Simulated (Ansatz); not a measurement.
Species: HgCl2 (charge 0, triplet). The spin state was set by rule; other spins were not relaxed. 
Geometry from a B3LYP-D3(BJ)/def2-TZVP (Ansatz, a quantum-chemistry and plane-wave program) optimisation:
```
Hg
Cl 1 2.6610
Cl 1 2.6610 2 62.45
```
Charge 0, spin multiplicity 3.

Computed values are from Ansatz. Valence correlation only, unless marked. Open shells are spin-unrestricted. Spin-orbit coupling is left out. The frozen core is the preceding noble-gas configuration, with the filled d and f shells of earlier blocks. Past Kr the def2 sets carry scalar-relativistic core potentials. CBS marks a two-point X^-3 extrapolation of the correlation energy; Hartree-Fock from the larger set. The bracket is a focal-point correction in the basis named.

Q: What is the T1 diagnostic at CCSD/def2-TZVPPD?

A: 0.022.

Q: What is the dipole moment at CCSD(T)/def2-SVPD?

A: 3.49 D.

Q: What is the atomisation energy De at RI-MP2/CBS(def2-TZVPPD,def2-QZVPPD)+[CCSD(T)-MP2]/def2-TZVPPD?

A: 32.0 kcal/mol.

Q: What is the total energy at RI-MP2/CBS(def2-TZVPPD,def2-QZVPPD)+[CCSD(T)-MP2]/def2-TZVPPD?

A: -1072.4749 Eh.
